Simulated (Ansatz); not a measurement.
`O[SiH2][AsH2]` and `OC[AsH2]` differ in one element.

Ansatz, PBE0-D4/def2-TZVP geometries, multiplicity 1. Each molecule was computed in one conformer, which needn't be the lowest.

Scalar relativity is left out up to krypton.

```
                                                                                  property  `O[SiH2][AsH2]`
ideal-gas entropy at 298 K and 1 bar (rigid rotor, harmonic PBE0-D4/def2-TZVP) / J/(mol·K)              326
                                                         LUMO energy (PBE/def2-TZVPP) / eV            -0.94
                                                       HOMO energy (B3LYP/def2-TZVPP) / eV            -7.23
                                                         HOMO energy (PBE/def2-TZVPP) / eV            -6.37
                                                       LUMO energy (B3LYP/def2-TZVPP) / eV            -0.34
                                          size of the dipole moment (B3LYP/def2-TZVPP) / D             1.53
```

(1) Give the same properties after the change, and the shifts. (Estimate.)

## Answers

(1) Ansatz gave: 
```csv
property,`OC[AsH2]`,shift
"ideal-gas entropy at 298 K and 1 bar (rigid rotor, harmonic PBE0-D4/def2-TZVP) / J/(mol·K)",301,-25
LUMO energy (PBE/def2-TZVPP) / eV,-0.70,0.24
HOMO energy (B3LYP/def2-TZVPP) / eV,-6.91,0.32
HOMO energy (PBE/def2-TZVPP) / eV,-5.86,0.51
LUMO energy (B3LYP/def2-TZVPP) / eV,-0.17,0.17
size of the dipole moment (B3LYP/def2-TZVPP) / D,1.47,-0.06
```

With PBE0 the HOMO rises by 0.34 eV and the LUMO rises by 0.22 eV, so the gap narrows by about 0.12 eV. PBE moves the HOMO by 0.51 eV and ωB97M-V by 0.21 eV. Dipoles are sizes alone; their direction can turn.

B3LYP here is the variant with VWN-RPA as its local correlation; programs differ in this.
